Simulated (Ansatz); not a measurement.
Gas-phase electronic energies from Ansatz, PBE0-D4/def2-TZVP geometries. CBS: MP2 limit from def2 TZ/QZ plus the TZ coupled-cluster correction, frozen cores. This one scheme is used for every species. Functionals use def2-TZVPP. B3LYP here is the variant with VWN-RPA as its local correlation; programs differ in this. For Ge, Se outer-core shells are correlated without core-valence functions, which leaves a few kJ/mol of doubt a bond. Scalar relativity is left out up to krypton. One conformer a species, not always the lowest.

Reaction (ligand exchange at a Ge–S bond): `C[O][GeH]([Cl])[S]C` + H₂Se → `C[O][GeH]([Cl])[SeH]` + CH₃SH

```csv
level,ΔE (kJ/mol),difference from CCSD(T)/CBS
PBE-D4,-7.3,-0.2
PBE0-D4,-8.0,-0.9
B3LYP-D4,-7.5,-0.4
ωB97X-V,-6.8,0.3
ωB97M-V,-7.1,0.0
B2PLYP,-9.4,-2.3
PBE,-10.2,-3.1
r2SCAN,-7.8,-0.7
PBE0,-10.7,-3.6
HF/def2-TZVPP,-12.5,-5.4
SCS-MP2/def2-TZVPP,-7.4,-0.3
CCSD/def2-TZVPP,-7.6,-0.5
MP2/def2-QZVPP,-7.2,-0.1
SCS-MP2/def2-QZVPP,-7.8,-0.7
HF/CBS(def2),-12.9,-5.8
CCSD/CBS(def2),-8.6,-1.5
CCSD(T)/CBS,-7.1,0
```

Largest T1 diagnostic among the species: 0.011.

The D4 term adds +4.2 kJ/mol with B3LYP and +2.6 kJ/mol with PBE0; it sums over pairs of atoms, weighted by their polarisabilities, and B3LYP, whose exchange is more repulsive, gets the larger term. In def2-TZVPP, CCSD(T) changes the Hartree–Fock value by +6.3 kJ/mol (the triples alone add +1.4 kJ/mol) and MP2 by +5.9 kJ/mol.
